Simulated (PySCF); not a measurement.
An excited-state job on `[SiH3]O[SiH2]O[SiH2]Br`.

Computed with TDDFT PBE0/def2-SVPD, vertical, gas phase, core orbitals frozen in the response (PySCF 2.14.0, density-fitted response routines). Geometry: GFN2-xTB. A driver script takes a list of jobs; this job's settings line and coordinates (Å) are shown.

Command:
```bash
OMP_NUM_THREADS=1 python probes_run.py task.json out
```

Input:
```
{"job": {"kind": "uv", "xc": "PBE0", "basis": "def2-SVPD", "nstates": 6, "ntriplets": 2}, "charge": 0, "multiplicity": 1}
Si     2.325190     0.331471    -0.909330
O      1.277195    -0.247088     0.197881
Si     0.166048    -0.786808     1.215617
O     -1.313643    -0.357212     0.691110
Si    -2.518488     0.266356    -0.155941
Br    -1.716849     1.281691    -1.932262
H      1.552846     1.018489    -1.935972
H      3.209493     1.217517    -0.152669
H      3.033251    -0.849082    -1.404024
H      0.160352    -2.239829     1.185370
H      0.321939    -0.103589     2.488907
H     -3.342052    -0.823472    -0.645175
H     -3.159670     1.292044     0.645514
```

Q: What does the run print?

A: 
```
coarse grid: 54232 points
cycle   1  E = -3595.7924208820  dE = -4.100e-01  |g| = 9.723e-01  |ddm| = 8.898e+00
cycle   2  E = -3595.4627164957  dE =  3.297e-01  |g| = 1.609e+00  |ddm| = 3.481e+00
cycle   3  E = -3595.9653331405  dE = -5.026e-01  |g| = 8.313e-02  |ddm| = 2.075e+00
cycle   4  E = -3595.9668809823  dE = -1.548e-03  |g| = 3.673e-02  |ddm| = 5.421e-01
cycle   5  E = -3595.9672985497  dE = -4.176e-04  |g| = 9.848e-03  |ddm| = 1.233e-01
cycle   6  E = -3595.9673151575  dE = -1.661e-05  |g| = 1.556e-03  |ddm| = 4.204e-02
cycle   7  E = -3595.9673155312  dE = -3.737e-07  |g| = 8.870e-04  |ddm| = 3.701e-03
final grid: 108872 points
cycle   8  E = -3595.9672753483  dE =  2.287e-07  |g| = 1.538e-03  |ddm| = 7.565e-03
cycle   9  E = -3595.9672745397  dE =  8.086e-07  |g| = 2.588e-03  |ddm| = 4.138e-03
cycle  10  E = -3595.9672757870  dE = -1.247e-06  |g| = 3.421e-05  |ddm| = 2.599e-03
cycle  11  E = -3595.9672757873  dE = -2.583e-10  |g| = 5.673e-06  |ddm| = 6.732e-05
converged SCF energy = -3595.9672757873

Static polarisability (au): isotropic 99.966, principal 87.128 104.421 108.351

Singlet excitations
state   eV       nm        f      main configurations
  1   7.0908    174.9   0.02415   H->L+1 0.43, H->L+2 0.33, H->L 0.17
  2   7.1895    172.5   0.00015   H->L+2 0.52, H->L+1 0.21, H-2->L 0.12
  3   7.2021    172.2   0.00214   H-2->L 0.56, H->L+1 0.20, H->L 0.09
  4   7.3889    167.8   0.03386   H-1->L+1 0.40, H-1->L+2 0.34, H-1->L 0.18
  5   7.4782    165.8   0.00608   H->L 0.61, H-2->L 0.18, H->L+1 0.09
  6   7.5342    164.6   0.02972   H-1->L 0.44, H-3->L 0.36, H-1->L+1 0.08

Triplet excitations (Tamm-Dancoff, eV): 6.7001 6.8714
```

The SCF starts on a coarse grid where the log names one; the energy can jump when the final grid takes over, and dE then counts from the start density on the new grid. H and L stand for HOMO and LUMO; the number after each pair is its weight.

Q: How does the lowest singlet excitation compare with the HOMO–LUMO gap?

A: HOMO -8.31 eV and LUMO -0.02 eV give a gap of 8.29 eV; S1 at 7.09 eV lies 1.20 eV below it.

Main results: HOMO -8.31 eV, LUMO -0.02 eV; lowest singlet 7.09 eV; lowest triplet 6.70 eV (Tamm–Dancoff); mean polarisability 100.0 au.

 Relativistic effects, spin–orbit coupling among them, are left out although an element past zinc is present.

The run took 64 s of wall time on one thread, Arm Neoverse N1 (aarch64), shared host, and the process peaked at 0.87 GiB of memory.

One conformer stands for the species.
Labels such as C1 count atoms from 1, the log's own numbers from 0.
